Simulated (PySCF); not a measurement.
(Z)-1-bromo-2-chloroethene (C2H2BrCl), SMILES C(/Br)=C/Cl. Geometry optimised at B3LYP-D3(BJ)/def2-SVP.

Calculation: B3LYP-D3(BJ)/def2-SVP run with PySCF 2.14.0.

Harmonic wavenumbers (cm⁻¹): 139, 399, 514, 653, 695, 820, 902, 1181, 1285, 1652, 3198, 3223. Rotational constants (GHz): 10.09, 1.606, 1.385; symmetry number 1.

**Question.** Work out the zero-point energy and the ideal-gas rigid-rotor harmonic-oscillator thermochemistry at 298.15 K and 1 atm.

**Answer.** ZPE = ½ Σ hcν = ½ × 14661 cm⁻¹ = 20.96 kcal/mol. H − E(el) = 24.33 kcal/mol. Entropy in cal/(mol K): translation 40.75, rotation 27.06, vibration 5.49, total 73.31. G − E(el) = 2.47 kcal/mol. Cp = 15.85 cal/(mol K). Modes under 150 cm⁻¹ make the vibrational entropy uncertain.
